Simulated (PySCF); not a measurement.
Species: 4-(trifluoromethyl)benzoyl chloride, C8H4ClF3O.
SMILES with atom numbers: `[O:1]=[C:2]([Cl:3])[c:4]1[cH:5][cH:6][c:7]([C:8]([F:9])([F:10])[F:11])[cH:12][cH:13]1`

Probes without a nucleus sit at each ring's centroid and 1 Å off its mean plane on both sides; NICS is minus the shielding there, NICSzz its component along the normal. Level: GIAO PBE0/pcSseg-1 (PySCF, non-relativistic, gas phase) on the GFN2-xTB geometry, one conformer.

Ring bond lengths (Å), with Mayer bond orders in brackets: C4–C5 1.398 (1.39), C5–C6 1.380 (1.45), C6–C7 1.390 (1.37), C7–C12 1.390 (1.37), C12–C13 1.382 (1.45), C13–C4 1.393 (1.36).

Problem. What do the NICS probes read (ppm)?

Solution. 
| ring | type | NICS(0) | NICS(1), two faces | NICS(1)zz, two faces | rms pucker (Å) | centre to ring atoms, mean (Å) |
| --- | --- | --- | --- | --- | --- | --- |
| C4–C5–C6–C7–C12–C13 | 6-membered carbocycle; formal bonds all aromatic | -8.9 | -11.6 / -11.4 | -27.4 / -27.2 | 0.00 | 1.39 |

Problem. What can be read from them?

Solution. 
- C4–C5–C6–C7–C12–C13: mean NICS(1)zz -27.3 ppm, shielded. The ring is flat and has no four-coordinate atom; by the NICS criterion it is aromatic.

Problem. What does the geometric index give? HOMA = 1 − mean of α(R − Ropt)² over the ring bonds, with Krygowski's 1993 parameters (CC: Ropt 1.388 Å, α 257.7 Å⁻²).

Solution. 
- C4–C5–C6–C7–C12–C13: HOMA 0.99 = 1 − EN − GEO, with mean bond length 1.389 Å, EN = α(Ropt − mean)² = 0.000 and GEO = α × variance = 0.009. The geometric and the magnetic index point the same way.

Problem. At the first NICS(1) probe listed for ring C4–C5–C6–C7–C12–C13, 1 Å off the ring, what do the in-plane components average?

Solution. The isotropic value is a third of the trace: (3 × -11.6 − (-27.4))/2 = -3.7 ppm.

Problem. List the ring angles and the Hirshfeld charges of the ring atoms.

Solution. 
- C4–C5–C6–C7–C12–C13: C4 119.8° (-0.014 e), C5 120.3° (-0.022 e), C6 119.4° (-0.037 e), C7 120.8° (-0.020 e), C12 119.7° (-0.037 e), C13 120.0° (-0.033 e); sum 720.0° against 720° for a flat convex ring.

Problem. What are the shieldings of the ring atoms and their hydrogens in the same run (means over atoms taken as equivalent)?

Solution. 
```
       atoms                  environment  σ isotropic (ppm)
          C4  substituted aromatic carbon               47.8
     C5 (×2)           aromatic CH carbon               47.4
     C6 (×2)           aromatic CH carbon               54.3
          C7  substituted aromatic carbon               42.6
H on C5 (×2)            aromatic hydrogen              22.95
H on C6 (×2)            aromatic hydrogen              23.53
```

Cost: about 2.6 min of CPU time on one thread; the machine was shared, so the figure is rough. This is the whole shielding run at PBE0/pcSseg-1, SCF included.

Conformer computed: `[O:1]=[C:2]([Cl:3])[c:4]1[cH:5][cH:6][c:7]([C:8]([F:9])([F:10])[F:11])[cH:12][cH:13]1`: O1–C2–C4–C5 0°, C6–C7–C8–F9 -150°.
